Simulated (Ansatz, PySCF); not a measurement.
C2H7AlFNSe (SMILES C[N](C)[Al]([F])[SeH]), singlet, geometry from GFN2-xTB (such geometries of metal compounds can be far from the true shape). Base run: CASSCF(4,3)/STO-3G in PySCF.

Input for PySCF:
```python
from pyscf import gto, scf, mcscf
import numpy

mol = gto.M(
    atom='''
Al    0.578936   -0.348002   -0.101082
F     2.076927   -0.839270   -0.583281
N    -0.362318   -1.457706    0.943568
C    -1.656885   -1.212852    1.547421
C     0.160595   -2.771538    1.282100
H    -2.399380   -1.937671    1.194184
H    -1.599155   -1.288565    2.639087
H    -1.999640   -0.209457    1.289480
H     0.276560   -2.880992    2.365814
H    -0.508306   -3.563282    0.927339
H     1.134912   -2.898300    0.810782
Se   -0.236660    1.693132   -0.763642
H    -1.563086    1.399534   -0.281362
''',
    basis='sto-3g',
    charge=0,
    spin=0,
    verbose=4,
)

mf = scf.RHF(mol)
mf.kernel()
mc = mcscf.CASSCF(mf, 3, 4)
mc.fix_spin_(ss=0.0)
mc.kernel()
occ = numpy.linalg.eigvalsh(mc.fcisolver.make_rdm1(mc.ci, mc.ncas, mc.nelecas))[::-1]
ss = mc.fcisolver.spin_square(mc.ci, mc.ncas, mc.nelecas)[0]
print('natural occupations', occ.round(4), ' <S^2>', round(ss, 4))
```

Programs used: Ansatz (a program for electronic structure), PySCF; a row that names a program was run with it.

The base run was repeated with changes; each row names its change, and settings that it needs were set with it.

```json
[
 {"change": "base", "ΔE vs base (mEh)": "0.000", "natural occupations": "2.00 1.99 0.01", "<S^2> of the state": "0.00", "outcome": "converged"},
 {"change": "active space = 8 electrons, 7 orbitals", "ΔE vs base (mEh)": "-21.199", "natural occupations": "2.00 1.99 1.98 1.98 0.03 0.01 0.01", "<S^2> of the state": "0.00", "outcome": "converged"},
 {"change": "orbitals = fixed (CASCI); correction = SC-NEVPT2", "ΔE vs base (mEh)": "-207.2", "natural occupations": "2.00 2.00 0.00", "<S^2> of the state": "0.00", "outcome": "converged"},
 {"change": "fix_spin_ = off", "ΔE vs base (mEh)": "0.000", "natural occupations": "2.00 1.99 0.01", "<S^2> of the state": "0.00", "outcome": "converged"},
 {"change": "conv_tol = 1e-5", "ΔE vs base (mEh)": "0.001", "natural occupations": "2.00 1.99 0.01", "<S^2> of the state": "0.00", "outcome": "converged"},
 {"change": "active space = 6 electrons, 7 orbitals", "ΔE vs base (mEh)": "-", "natural occupations": "-", "<S^2> of the state": "-", "outcome": "not converged"},
 {"change": "solver = newton", "ΔE vs base (mEh)": "0.000", "natural occupations": "2.00 1.99 0.01", "<S^2> of the state": "0.00", "outcome": "converged"},
 {"change": "start = MP2 natural orbitals", "ΔE vs base (mEh)": "0.000", "natural occupations": "2.00 1.99 0.01", "<S^2> of the state": "0.00", "outcome": "converged"},
 {"change": "active space = 6 electrons, 6 orbitals", "ΔE vs base (mEh)": "-26.184", "natural occupations": "1.99 1.98 1.97 0.03 0.02 0.01", "<S^2> of the state": "0.00", "outcome": "converged"},
 {"change": "code = ansatz", "ΔE vs base (mEh)": "-5.418", "natural occupations": "-", "<S^2> of the state": "-", "outcome": "converged"},
 {"change": "code = ansatz; correction = SC-NEVPT2, all electrons", "ΔE vs base (mEh)": "-206.6", "natural occupations": "-", "<S^2> of the state": "-", "outcome": "converged"}
]
```

Active orbitals are taken around the Fermi level unless the row says otherwise; CASSCF can end in different local minima, and two programs can end on different orbitals. State-averaged rows give the lowest state.
